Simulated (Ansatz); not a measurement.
The cluster Li4O2, relaxed as a singlet with RKS r2SCAN-D4/def2-TZVP in Ansatz, starting from the GFN1-xTB geometry. Force threshold 0.02 eV/Å.

The structure holds 1 bond(s) between oxygen atoms. The restricted singlet is unstable towards broken spin symmetry in Hartree–Fock (as tested in another run); at r2SCAN-D4/def2-TZVP this wasn't settled. Another isomer (singlet) lies 3.45 eV lower at PBE0-D4/def2-TZVP; other spin states weren't run for this one.

Start:

Cartesian coordinates in Å:
```
Li 0.9205 0.5715 0.5952
Li -1.6833 1.3786 -0.7225
Li -0.1484 -1.2057 -0.2663
Li 2.0581 -1.6622 0.8924
O -0.9361 0.3563 0.4001
O -0.2109 0.5616 -0.8989
```

```
step  energy (eV)  largest force component (eV/Å)  SCF passes
   1   -4912.2760                           1.058          22
   2   -4912.5671                           0.627          20
   3   -4912.6821                           0.097          20
   4   -4912.6846                           0.071          22
   5   -4912.6899                           0.019          21
```

Force components are those of the run's own axes.

End:

Cartesian coordinates in Å:
```
Li 0.8425 0.7105 0.5772
Li -1.7668 1.4330 -0.7631
Li -0.2824 -1.1641 -0.3353
Li 2.4214 -1.9640 1.0460
O -0.9807 0.3895 0.4090
O -0.2340 0.5951 -0.9338
```

By distances, no bond broke or formed, bridged metal pairs apart. The bond that changes most is Li1–Li4, from 2.52 to 3.14 Å (atoms count from 1). Metal–metal contacts that move far: Li1–Li4 2.52 to 3.14 Å, Li3–Li4 2.53 to 3.14 Å.

No frequencies were taken in this run, so the end may be a saddle point.

It took 5.5 s on 4 threads of Arm Neoverse V1 on a shared host.
